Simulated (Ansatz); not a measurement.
`B[S][GeH3]` and `B[S][ZnH]` differ in one atom or group.

Ansatz, PBE0-D4/def2-TZVP geometries, multiplicity 1. 

Scalar relativity is left out up to krypton.

```tsv
property	`B[S][GeH3]`
HOMO energy (PBE/def2-TZVPP) / eV	-7.04
size of the dipole moment (PBE/def2-TZVPP) / D	1.41
HOMO energy (B3LYP/def2-TZVPP) / eV	-7.90
size of the dipole moment (ωB97M-V/def2-TZVPP) / D	1.42
HOMO–LUMO gap (PBE/def2-TZVPP) / eV	4.68
ideal-gas entropy at 298 K and 1 bar (rigid rotor, harmonic PBE0-D4/def2-TZVP) / J/(mol·K)	325
```

(1) What does the change do to each property? (An estimate is asked.)

Answers

(1) Ansatz gave: 
```
                                                                                  property  `B[S][ZnH]`  shift
                                                         HOMO energy (PBE/def2-TZVPP) / eV        -6.81   0.23
                                            size of the dipole moment (PBE/def2-TZVPP) / D         1.15  -0.26
                                                       HOMO energy (B3LYP/def2-TZVPP) / eV        -7.74   0.16
                                        size of the dipole moment (ωB97M-V/def2-TZVPP) / D         1.20  -0.22
                                                       HOMO–LUMO gap (PBE/def2-TZVPP) / eV         4.51  -0.17
ideal-gas entropy at 298 K and 1 bar (rigid rotor, harmonic PBE0-D4/def2-TZVP) / J/(mol·K)          306    -19
```

With PBE0 the HOMO rises by 0.19 eV and the LUMO rises by 0.08 eV, so the gap narrows by about 0.11 eV. PBE moves the HOMO by 0.23 eV and ωB97M-V by 0.23 eV. The zero-point energy changes by -45.6 kJ/mol with -6 modes. Dipoles are sizes alone; their direction can turn. Modes under 60 cm⁻¹, often nearly free rotors, make the harmonic entropy too high.

B3LYP here is the variant with VWN-RPA as its local correlation; programs differ in this.
